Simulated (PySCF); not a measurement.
Input file for PySCF: D3(BJ) and D4 dispersion corrections on ClGeH2N (SMILES [NH2][Ge][Cl]), a point of a torsion scan.

```python
from pyscf import gto
from pyscf.dispersion import dftd3, dftd4

mol = gto.M(
    atom='''
    N    -0.68749273   -0.04029413   -0.03932155
    Ge    0.90921717   -0.70006735    0.54123882
    Cl    0.28629524   -2.77439454    0.69763461
    H    -1.00221607    0.89861847    0.15302291
    H    -1.49372888   -0.61780285   -0.23654034
    ''',
    basis='def2-svp',
    charge=0, spin=0, verbose=0, max_memory=1800)
d3, d4 = {}, {}
for xc in ['hf', 'pbe', 'blyp', 'revpbe', 'tpss', 'r2scan', 'b3lyp', 'pbe0', 'bhlyp', 'camb3lyp', 'b2plyp']:
    d3[xc] = float(dftd3.DFTD3Dispersion(mol, xc=xc, version='d3bj', atm=False).get_dispersion()['energy'])
    print(f'D3(BJ) {xc:10s} {d3[xc]:14.8f} Eh')
for xc in ['hf', 'pbe', 'blyp', 'revpbe', 'tpss', 'r2scan', 'b3lyp', 'pbe0', 'bhlyp', 'camb3lyp', 'b2plyp']:
    d4[xc] = float(dftd4.DFTD4Dispersion(mol, xc={'camb3lyp': 'cam-b3lyp'}.get(xc, xc), atm=True).get_dispersion()['energy'])
    print(f'D4     {xc:10s} {d4[xc]:14.8f} Eh')
```

Program output:

```
D3(BJ) hf            -0.03479258 Eh
D3(BJ) pbe           -0.00381241 Eh
D3(BJ) blyp          -0.00886067 Eh
D3(BJ) revpbe        -0.00931487 Eh
D3(BJ) tpss          -0.00497197 Eh
D3(BJ) r2scan        -0.00099296 Eh
D3(BJ) b3lyp         -0.00737827 Eh
D3(BJ) pbe0          -0.00344265 Eh
D3(BJ) bhlyp         -0.00640737 Eh
D3(BJ) camb3lyp      -0.00338909 Eh
D3(BJ) b2plyp        -0.00374385 Eh
D4     hf            -0.01389817 Eh
D4     pbe           -0.00396071 Eh
D4     blyp          -0.00876212 Eh
D4     revpbe        -0.01107320 Eh
D4     tpss          -0.00533095 Eh
D4     r2scan        -0.00083681 Eh
D4     b3lyp         -0.00655498 Eh
D4     pbe0          -0.00331516 Eh
D4     bhlyp         -0.00557500 Eh
D4     camb3lyp      -0.00340712 Eh
D4     b2plyp        -0.00271313 Eh
```

The run finished.

Cost: around 0.020 core-seconds (rough).
